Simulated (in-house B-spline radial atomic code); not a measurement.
## Sc⁺: [Ne] 3s2 3p5 3d2 4s1 (an excited or competing configuration)

All numbers are computed (non-relativistic TPSSh, spin-polarised, spherical fractional occupations; point nucleus) with a B-spline radial code for spherical atoms, not measured.

Effective charges: Z_r = [3n² - l(l+1)]/(2<r>) from the radius, Z_e = n√(-2ε) from the energy, and Slater's rules. Values are occupation-weighted means over spin.

```tsv
shell	electrons	ε (eV)	<r> (bohr)	Z_r	Z_e	Slater
1s	2	-4407.2	0.07353	20.40	18.00	20.70
2s	2	-486.58	0.345	17.39	11.96	16.85
2p	6	-402.53	0.3081	16.23	10.88	16.85
3s	2	-64.894	1.075	12.56	6.55	10.10
3p	5	-43.248	1.16	10.78	5.35	10.10
3d	2	-12.072	1.586	6.62	2.83	3.65
4s	1	-10.711	3.26	7.36	3.55	3.35
```

The least bound orbital is 4s up at -10.71 eV, and it is also the most diffuse (<r> = 3.26 bohr).

Caution: exact exchange at fractional occupations of open shells leaves self-interaction of up to several eV.
